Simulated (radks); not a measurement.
Polarisability of neutral dysprosium, [Xe] 4f10 6s2, at imaginary frequency. Method: scalar-relativistic Kohn-Sham, PBE, spin-unpolarised, spherical densities, finite nucleus; Fermi nuclear charge, rms radius 5.2218 fm; computed with a radial shooting solver on a logarithmic mesh with Libxc functionals. Response by self-consistent Sternheimer equations with the Hartree and adiabatic LDA kernel, the relativistic mass of each level held fixed and spin-orbit coupling left out.

| w (hartree) | alpha1(iw) (bohr^3) |
|---|---|
| 0.00266 | 154.3 |
| 0.0143 | 152.2 |
| 0.0360 | 141.5 |
| 0.0697 | 115.8 |
| 0.118 | 80.50 |
| 0.186 | 49.47 |
| 0.280 | 29.02 |
| 0.413 | 17.26 |
| 0.605 | 10.66 |
| 0.892 | 6.730 |
| 1.35 | 4.129 |
| 2.12 | 2.313 |
| 3.59 | 1.115 |
| 6.94 | 0.4226 |
| 17.5 | 0.09725 |

Static values: alpha1 = 154.3 bohr^3 (22.87 angstrom^3; uncoupled 296.8). C6 = 2293, triple-dipole C9 = 254800 atomic units. One-pole (London) frequency 4 C6 / (3 alpha1^2) = 0.128 hartree, against 0.114 for minus the highest occupied eigenvalue. Recommended static value: 163 bohr^3 (Schwerdtfeger and Nagle, 2023 table).

Beside tabulated values, note that spin-unpolarised runs miss the spin-polarisation part of the exchange energy of open shells.
